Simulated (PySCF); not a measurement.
**BePb⁻: energy against distance**

Set-up: basis Be def2-SVPD, Pb def2-SVPD with ECP60; scalar-relativistic core potentials; PySCF 2.14. Energies in eV from Be + Pb⁻ in their ground configurations at the same level. State: ⁴Σ⁻ (quartet), unpaired electrons σ ↑, π ↑↑.

```tsv
R (Å)	PBE0	LDA
2.153	-1.154	-1.716
2.254	-1.404	-1.939
2.354	-1.538	-2.048
2.429	-1.583	-2.076
2.504	-1.594	-2.069
2.579	-1.580	-2.038
2.679	-1.533	-1.968
2.804	-1.448	-1.854
2.955	-1.328	-1.699
3.155	-1.163	-1.492
```

Question: Put a parabola through the three lowest points of the PBE0 curve and estimate Re, k and ωe (reduced mass 8.638 u; 1 eV/Å² = 0.16022 mdyn/Å; ωe = 1302.8·√(k/μ) cm⁻¹).

Answer: Through R = 2.429, 2.504, 2.579 Å the second-order coefficient is 2.22 eV/Å², so Re ≈ 2.500 Å, k ≈ 0.712 mdyn/Å and ωe ≈ 374 cm⁻¹. A polynomial fit of higher order to the unrounded PBE0 energies gives Re = 2.495 Å, k = 0.743 mdyn/Å, ωe = 382 cm⁻¹; anharmonicity and rounding make the difference.

The higher-order fit for each curve: PBE0: Re = 2.495 Å, ωe = 382 cm⁻¹, De = 1.59 eV; LDA: Re = 2.450 Å, ωe = 417 cm⁻¹, De = 2.08 eV.

These are scalar-relativistic numbers at best; spin–orbit coupling would shift them, the dissociation energy most. For an ion De counts to the pair picked by the measured ionisation energies or electron affinities, which need not be the lowest pair at this level. The highest Kohn–Sham level is positive in this anion. Much of that is self-interaction error, but it also means that the finite basis helps to hold the extra electron. The state was picked by a PBE0 search and need not be the measured ground state.
